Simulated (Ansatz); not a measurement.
Reaction (atomization): `O[AsH2]` → As• + 3 H• + O•

Program: Ansatz. Geometries: PBE0-D4/def2-TZVP. ΔE: electronic, gas phase. CCSD(T)/CBS adds triple-zeta CCSD(T) − MP2 to the extrapolated MP2 energy (def2 sets, frozen cores). This one scheme is used for every species, atoms too. Functionals use def2-TZVPP. HSE06 is defined as in plane-wave codes. Open shells (•) are unrestricted, without spin–orbit coupling. Spin–orbit coupling would lower the free atoms: a little for O. Bonds to As are less sure, by a few kJ/mol each and by 10 to 20 or more in all where they break to atoms, as the def2 sets lack core-valence functions. Scalar relativity is left out up to krypton.

```tsv
level	ΔE (eV)	difference from CCSD(T)/CBS
PBE-D4	14.54	0.18
BHLYP-D4	13.69	-0.67
PBE-QIDH	13.84	-0.52
r2SCANh	14.08	-0.28
HSE06	13.99	-0.37
BHLYP	13.62	-0.74
HF/def2-SVP	8.65	-5.71
MP2/def2-SVP	12.78	-1.58
MP2/def2-TZVPP	13.87	-0.49
HF/CBS(def2)	8.94	-5.42
CCSD(T)/CBS	14.36	0
```

Largest T1 diagnostic among the species: 0.012.

The D4 term adds +0.09 eV with B3LYP and +0.05 eV with PBE0; it sums over pairs of atoms, weighted by their polarisabilities, and B3LYP, whose exchange is more repulsive, gets the larger term. In def2-TZVPP, CCSD(T) changes the Hartree–Fock value by +4.99 eV (the triples alone add +0.26 eV) and MP2 by +4.98 eV; breaking electron pairs costs correlation energy, which Hartree–Fock lacks. From r2SCAN to r2SCAN0 (25 % exact exchange), in def2-TZVPP and without D4, ΔE moves by −0.44 eV: exact exchange takes away binding that semilocal exchange gives to molecules.

B3LYP here is the variant with VWN-RPA as its local correlation; programs differ in this.

For atomizations the MP2-based limit and the directly extrapolated one differ by several kJ/mol either way, and by 10 to 25 for some Ge, Se and Sn compounds, so smaller differences from it don't rank the levels.
